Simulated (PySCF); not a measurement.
`C/C=[N+](/C)CCC=O`, [C6H12NO]+, charge +1

Molfile (atoms numbered from 1):
```
C6H12NO
     RDKit          3D

 20 19  0  0  0  0  0  0  0  0999 V2000
   -2.1273   -0.9658   -0.4137 C   0  0  0  0  0  0  0  0  0  0  0  0
   -1.5425    0.3555   -0.1738 C   0  0  0  0  0  0  0  0  0  0  0  0
   -0.4279    0.6242    0.3944 N   0  0  0  0  0  0  0  0  0  0  0  0
   -0.0006    1.9839    0.6073 C   0  0  0  0  0  0  0  0  0  0  0  0
    0.4868   -0.3986    0.8867 C   0  0  0  0  0  0  0  0  0  0  0  0
    1.2445   -1.1330   -0.2297 C   0  0  0  0  0  0  0  0  0  0  0  0
    2.2744   -0.2762   -0.9272 C   0  0  0  0  0  0  0  0  0  0  0  0
    2.4460    0.8875   -0.7077 O   0  0  0  0  0  0  0  0  0  0  0  0
   -1.5825   -1.7919    0.0308 H   0  0  0  0  0  0  0  0  0  0  0  0
   -3.1545   -0.9640   -0.0430 H   0  0  0  0  0  0  0  0  0  0  0  0
   -2.2139   -1.1290   -1.4906 H   0  0  0  0  0  0  0  0  0  0  0  0
   -2.1362    1.2004   -0.5088 H   0  0  0  0  0  0  0  0  0  0  0  0
    0.9988    2.1162    0.1843 H   0  0  0  0  0  0  0  0  0  0  0  0
   -0.6869    2.6925    0.1501 H   0  0  0  0  0  0  0  0  0  0  0  0
    0.0568    2.1843    1.6785 H   0  0  0  0  0  0  0  0  0  0  0  0
   -0.0712   -1.1225    1.4852 H   0  0  0  0  0  0  0  0  0  0  0  0
    1.2188    0.0926    1.5302 H   0  0  0  0  0  0  0  0  0  0  0  0
    0.5730   -1.5345   -0.9910 H   0  0  0  0  0  0  0  0  0  0  0  0
    1.7718   -1.9837    0.2085 H   0  0  0  0  0  0  0  0  0  0  0  0
    2.8674   -0.8272   -1.6735 H   0  0  0  0  0  0  0  0  0  0  0  0
  1  2  1  0
  2  3  2  0
  3  4  1  0
  3  5  1  0
  5  6  1  0
  6  7  1  0
  7  8  2  0
  1  9  1  0
  1 10  1  0
  1 11  1  0
  2 12  1  0
  4 13  1  0
  4 14  1  0
  4 15  1  0
  5 16  1  0
  5 17  1  0
  6 18  1  0
  6 19  1  0
  7 20  1  0
M  CHG  1   3   1
M  END
```

Theory: GIAO mPW1PW91/cc-pVDZ magnetisability, rotational g tensor and spin-rotation constants, non-relativistic, gas phase in PySCF 2.14.0. Geometry: GFN2-xTB.

For an ion the centre-of-mass motion in the field is neglected.

Problem. Give the nuclear spin-rotation constants along the inertial axes (H = +C I·J) beside the isotropic shieldings.

Solution. Rotational constants 2.9734, 1.5040, 1.1798 GHz. A star marks the isotopologue with that one atom substituted, in its own axes.
| atom | isotope | Caa (kHz) | Cbb (kHz) | Ccc (kHz) | mean (kHz) | σ (ppm) |
| --- | --- | --- | --- | --- | --- | --- |
| N3 | 14N | 0.317 | 0.263 | 0.099 | 0.226 | 44.0 |
| H9 | 1H | -0.317 | -0.095 | -0.085 | -0.165 | 29.3 |
| H10 | 1H | 0.042 | -0.183 | -0.154 | -0.099 | 29.0 |
| H11 | 1H | -0.375 | -0.144 | -0.023 | -0.180 | 29.0 |
| H12 | 1H | -0.210 | -0.049 | -0.055 | -0.105 | 23.6 |
| H13 | 1H | 0.088 | -0.137 | -0.120 | -0.056 | 25.3 |
| H14 | 1H | -0.266 | -0.099 | -0.075 | -0.147 | 28.3 |
| H15 | 1H | -0.381 | -0.125 | -0.001 | -0.169 | 27.9 |
| H16 | 1H | -0.177 | -0.139 | -0.072 | -0.129 | 27.7 |
| H17 | 1H | -0.168 | -0.120 | -0.084 | -0.124 | 27.5 |
| H18 | 1H | -0.231 | -0.121 | -0.091 | -0.147 | 29.1 |
| H19 | 1H | -0.330 | -0.086 | -0.070 | -0.162 | 28.7 |
| H20 | 1H | -0.089 | 0.007 | -0.080 | -0.054 | 21.8 |
| C1 | 13C* | 0.399 | 0.168 | 0.145 | 0.237 | 177.1 |
| C2 | 13C* | 1.080 | 0.644 | 0.354 | 0.693 | 17.8 |
| C4 | 13C* | 0.551 | 0.181 | 0.232 | 0.321 | 147.7 |
| C5 | 13C* | 0.545 | 0.248 | 0.174 | 0.322 | 149.4 |
| C6 | 13C* | 0.413 | 0.301 | 0.175 | 0.296 | 151.9 |
| C7 | 13C* | 1.223 | 0.692 | 0.333 | 0.749 | 4.2 |
| O8 | 17O* | -1.349 | -1.563 | -0.231 | -1.048 | -296.6 |

For the geometry as given, no vibrational averaging.
